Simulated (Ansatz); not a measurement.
Born–Oppenheimer molecular dynamics of C$_{4}$H$_{10}$BN (16 atoms, charge 0, multiplicity 1). It starts from a relaxed structure.

Method: UKS PBE0/STO-3G in Ansatz 0.2.0.

```yaml
ensemble: NVT, Langevin thermostat
time_step: 0.25 fs
steps_asked: 91
set_temperature: 300 K
friction: 0.005 /fs
seed: 213529
```

First frame:

```xyz
16
Properties=species:S:1:pos:R:3
C 0.574 -1.846 0.164
C 0.885 -0.394 0.598
C -0.129 0.654 0.070
C -0.128 0.807 -1.465
B -0.717 1.771 1.012
N -1.456 0.682 0.738
H -0.425 -2.147 0.503
H 0.614 -1.951 -0.927
H 1.305 -2.539 0.600
H 0.909 -0.348 1.697
H 1.887 -0.115 0.239
H 0.868 1.119 -1.806
H -0.379 -0.136 -1.970
H -0.852 1.568 -1.781
H -0.686 2.780 1.587
H -2.293 0.071 0.785
```

(1) What does the run give?

(2) What happens to the structure?

(3) How do temperature and energy run in time?

Results:

(1) The run went to its last step.

```yaml
steps_done: 91
time_covered: 22.75 fs
mean_temperature_over_the_second_half: 182 K
spread_of_the_potential_energy_over_the_second_half: 2.2 meV per atom
mean_potential_energy_of_the_second_half_above_the_start: 17.4 meV per atom
```

The mean temperature of the second half is 39 % below the set value. A run of 0.023 ps of so small a system gives no equilibrium averages. Limits of this set-up: minimal basis.

(2) The same pairs are bonded in the first frame and the last. Pairs count as bonded within 1.25 times the sum of covalent radii (0.12 Å more for H–H). This is one draw of velocities; another would differ in detail.

(3) 
```tsv
time (fs)	T (K)	potential energy less start (eV)
0.0	281	0.000
0.8	264	0.035
1.5	241	0.116
2.2	203	0.188
3.0	178	0.210
3.8	173	0.202
4.5	178	0.205
5.2	159	0.241
6.0	136	0.296
6.8	126	0.329
7.5	135	0.312
8.2	162	0.254
9.0	196	0.197
9.8	199	0.177
10.5	195	0.203
11.2	172	0.247
12.0	170	0.271
12.8	172	0.264
13.5	190	0.252
14.2	181	0.267
15.0	163	0.309
15.8	152	0.348
16.5	153	0.356
17.2	165	0.318
18.0	191	0.267
18.8	209	0.234
19.5	207	0.233
20.2	198	0.251
21.0	189	0.267
21.8	189	0.273
22.5	197	0.275
```

The run took 10 min on 1 thread of Intel(R) Xeon(R) Platinum 8259CL CPU @ 2.50GHz (Skylake/Cascade Lake), with other jobs on the host, peak memory 0.17 GiB.
